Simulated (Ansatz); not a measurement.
Reactions of `N#CC=CF`.

Program: Ansatz. Geometries: PBE0-D4/def2-TZVP. ΔE: electronic, gas phase. CBS: MP2 limit from def2 TZ/QZ plus the TZ coupled-cluster correction, frozen cores. This one scheme is used for every species, atoms too. Double bonds are as drawn, so ΔE can hold a change between cis and trans. Functionals use def2-TZVPP. B3LYP here is the variant with VWN-RPA as its local correlation; programs differ in this. Open shells (•) are unrestricted, without spin–orbit coupling. Spin–orbit coupling would lower the free atoms: a little for C, F. Each species was taken in one conformer, which may not be the lowest.

```csv
reaction,r2SCAN-D4 (eV),B3LYP-D4 (eV),HF/CBS(def2) (eV),revPBE-D4 (eV),CCSD(T)/CBS(def2) (eV)
`N#C/C=C/F` + H₂ → `C=CF` + `C#N`,-0.14,-0.21,-0.46,-0.08,-0.31
`N#C/C=C/F` → 3 C• + F• + 2 H• + N•,33.49,33.51,22.74,33.98,33.24
`N#C/C=C/F` + H₂ → `C=CC#N` + H–F,-0.84,-0.91,-1.06,-0.83,-1.09
`N#C/C=C/F` + `ClBCl` → `N#CB(Cl)Cl` + `C=CF`,-0.34,-0.37,-0.32,-0.35,-0.40
`N#C/C=C/F` + `N#C[SiH3]` → `N#C[SiH2]C#N` + `C=CF`,-0.22,-0.25,-0.32,-0.19,-0.36
`N#C/C=C/F` + H₂O → `O/C=C\F` + `C#N`,0.69,0.67,0.61,0.70,0.67
```

Largest T1 diagnostic: 0.014, for `N#C[SiH2]C#N`.
